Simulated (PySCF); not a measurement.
Vibration and rotation of CaAl

ROHF-CCSD(T) constants of CaAl, doublet, unpaired electrons π ↑ (PySCF, no relativity, basis sets Ca aug-pcseg-1, Al aug-pcseg-1; masses 39.9626 and 26.9815 u):

| Quantity | Value |
| --- | --- |
| ωe | 163.9 cm⁻¹ |
| ωexe | 1.95 cm⁻¹ |
| Be | 0.098138 cm⁻¹ |
| αe | 0.00109 cm⁻¹ |
| D (centrifugal) | 1.41e-07 cm⁻¹ |
| De to Ca + Al | 0.406 eV |

(1) Give the vibrational terms G(v) and spacings up to v = 6.

(2) How well does the Morse estimate ωe²/(4ωexe) reproduce De, and what is D0?

Correlated steps freeze 10 core orbitals. Correlated levels converge slowly with the basis: in double zeta they bind strong bonds too weakly, by up to about 1 eV, and carry superposition errors of some tenths. The state was picked by a PBE0 search and need not be the measured ground state.

## Answers

(1) G(v) = ωe(v+½) − ωexe(v+½)².

```tsv
v	G(v) (cm⁻¹)	G(v) − G(v−1)	Bv (cm⁻¹)
0	81		0.09759
1	241	160	0.09650
2	398	156	0.09541
3	550	152	0.09432
4	698	148	0.09323
5	842	144	0.09214
6	983	140	0.09105
```

(2) It gives 0.427 eV, 105 % of the computed De. D0 = De − G(0) = 0.406 − 0.010 = 0.396 eV.
